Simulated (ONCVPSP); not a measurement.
Sc ONCV: all-electron and pseudo phase curves

* Element: Sc
* Generator: ONCVPSP 4.0.1
* Type: optimised norm-conserving Vanderbilt (ONCV)
* Functional: PBE
* Relativity: fully relativistic
* Frozen core: [Ne]
* Valence charge: 11
* Reference configuration: 3s2 3p6 3d1 4s2
* Partial waves: 3s+4s: rc 1.95 bohr, ncon 3, nbas 7, qcut 4.7 1/bohr, 2 projectors; 3p: rc 1.70 bohr, ncon 4, nbas 7, qcut 6.4 1/bohr, 2 projectors, debl 2.5 Ha; 3d: rc 2.15 bohr, ncon 4, nbas 8, qcut 7.2 1/bohr, 2 projectors, debl 2.4 Ha
* Local potential: polynomial inside 1.55 bohr (lpopt 5, dvloc0 4 Ha)
* Core correction: Teter function, fcfact 3.75, rcfact 1.15

Open shells are filled in proportion to 2j + 1.

The phase is arctan(r·R′/R) of the radial function R(r), unwrapped; energies in Ha, scanned from -4 to 5 Ha. A pole is an energy at which the radial function vanishes at the test radius. The pseudo phase is shifted by a multiple of π to meet the all-electron one at the reference energy, and phase errors are pseudo minus all-electron; the curves can meet again beyond the range given. Levels narrower than the energy grid can be missing from the lists of poles.

Question: For each channel, where are the poles, and over which energies does the pseudopotential scatter like the atom?

Answer:

```csv
channel,radius (bohr),reference energy (Ha),"poles, all-electron","poles, pseudo",unbroken range about the reference energy with phases within 0.05 rad,phase error 1 Ha above the reference energy (rad)
s,1.98,-0.15,"-1.84, 3.78","-1.84, 3.54",below 4.6,-0.005
p3/2,1.73,-1.23,-0.65,-0.65,the whole range,+0.000
p1/2,1.73,-1.25,-0.68,-0.68,the whole range,+0.000
d5/2,2.18,-0.12,"0.23, 3.71","0.23, 3.76",the whole range,+0.005
d3/2,2.18,-0.12,"0.23, 3.71","0.23, 3.76",the whole range,+0.005
```

Phases in the d3/2 channel:

| E (Ha) | all-electron | pseudo |
| --- | --- | --- |
| -3.98 | 1.377 | 1.377 |
| -3.50 | 1.361 | 1.361 |
| -3.02 | 1.341 | 1.341 |
| -2.54 | 1.314 | 1.314 |
| -2.06 | 1.276 | 1.276 |
| -1.58 | 1.214 | 1.215 |
| -1.10 | 1.094 | 1.096 |
| -0.62 | 0.707 | 0.709 |
| -0.14 | -1.038 | -1.038 |
| 0.34 | -1.651 | -1.650 |
| 0.82 | -1.973 | -1.969 |
| 1.30 | -2.792 | -2.779 |
| 1.78 | -4.076 | -4.074 |
| 2.26 | -4.437 | -4.437 |
| 2.74 | -4.574 | -4.573 |
| 3.22 | -4.653 | -4.651 |
| 3.70 | -4.711 | -4.707 |
| 4.18 | -4.765 | -4.755 |
| 4.66 | -4.829 | -4.806 |
